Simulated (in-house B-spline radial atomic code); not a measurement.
Results of a calculation; reference values are marked as such.
# Impurity-limited mobility of n-type InAs at n = 2.9566e15 cm⁻³, compensation 0.1

For InAs the NSM archive of the Ioffe Institute lists m* = 0.023 m0 and ε = 15.15.

One parabolic, isotropic band at zero temperature, uniform dielectric constant, impurities scattering independently, no phonons and no central-cell term; real bands flatten as E_F rises, which lowers the mobility at the highest densities. In effective units each ion is a point charge Z in an electron gas; its screened potential is solved self-consistently in the LDA with open boundaries (B-splines, partial waves to l = 16), which gives the phase shifts δ_l at the Fermi level.

Task: Put the electron gas into effective units.

Result: a* = 0.0529177 nm × 15.15/0.023 = 34.86 nm and Ha* = 27211.386 meV × 0.023/15.15² = 2.727 meV. From 4π (r_s a*)³/3 = 1/n, r_s = 1.240. Then k_F = 1.91916/r_s = 1.5477 per a*, E_F = k_F²/2 = 1.1977 Ha* = 3.27 meV, and Mott's number n^(1/3) a* = 0.500.

Self-consistent phase shifts (rad):

```
l  donor, Z = +1  acceptor, Z = −1
0         0.7400           -0.5677
1         0.1572           -0.1768
2         0.0424           -0.0546
3         0.0127           -0.0171
4         0.0040           -0.0054
5         0.0013           -0.0018
6         0.0004           -0.0006
7         0.0001           -0.0002
8         0.0000           -0.0001
```

With all partial waves the Friedel sums are 0.999 and -1.002, and Σ (l + 1) sin²(δ_l − δ_(l+1)) is 0.33213 for the donor and 0.17973 for the acceptor. The screened donor binds no level.

Task: Find the transport cross sections, and compare them with the Born approximation for Thomas-Fermi screening (Brooks-Herring).

Result: σ_tr = (4π/k_F²) × sum: 1.742 a*² for the donor and 0.9429 a*² for the acceptor. Thomas-Fermi gives q_s² = 4k_F/π = 1.9706, so b = 4k_F²/q_s² = 4.862, and σ_Born = (2π/k_F⁴)(ln(1 + b) − b/(1 + b)) = 1.095 × 0.9391 = 1.028 a*² for either sign. The donor scatters 1.69 times and the acceptor 0.92 times as much. Two things differ from Brooks-Herring. First order with Lindhard's response and the LDA kernel gives 1.42 times σ_Born for either sign: screening weakens at large momentum transfer, and the exchange-correlation potential of the screening charge adds to the ion's own, which is the larger part in a thin gas. Higher orders then split the signs, leaving the donor at 1.20 and the acceptor, which keeps the electrons out, at 0.65 of that.

Task: With N_A/N_D = 0.1 and n = N_D − N_A, what are the mobility and the resistivity?

Result: N_D = 3.29e15 and N_A = 3.29e14 cm⁻³. μ = e/(ħ k_F Σ N σ_tr), with e/ħ = 15.193 cm²/(V·s) per nm². Here k_F = 0.0444 nm⁻¹, a*² = 1215 nm², 1 cm⁻³ = 1e-21 nm⁻³, and Σ N σ_tr = 0.007331 nm⁻¹, a mean free path of 136 nm. So μ = 46700 cm²/(V·s) and ρ = 1/(n e μ) = 0.0452 Ω·cm. Brooks-Herring would give 75800 cm²/(V·s). k_F times the mean free path is 6.1.
